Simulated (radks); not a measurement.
Br IV, 32 electrons, occupied as [Ar] 3d10 4s2 4p1 7s1 (not the ground configuration). Calculated with a radial shooting solver on a logarithmic mesh with Libxc functionals: Dirac Kohn-Sham, PBE, spin-unpolarised, spherical densities, finite nucleus; open shells are shared between the two j in proportion to 2j + 1; Fermi nuclear charge, rms radius 4.1629 fm.

Spin-orbit splittings of the eigenvalues, e(l+1/2) - e(l-1/2), with zeta = 2 splitting/(2l+1) and mean radii in bohr:

| shell | occ. | splitting (eV) | zeta (eV) | <r> j=l-1/2 | <r> j=l+1/2 |
|---|---|---|---|---|---|
| 2p | 6 | 47.52 | 31.68 | 0.1627 | 0.1666 |
| 3p | 6 | ? | ? | 0.5560 | 0.5664 |
| 3d | 10 | 1.096 | 0.4383 | 0.5831 | 0.5870 |
| 4p | 1 | 0.8154 | 0.5436 | 1.679 | 1.703 |

Estimate the 3p splitting.

Answer. 6.854 eV (zeta = 4.569 eV).
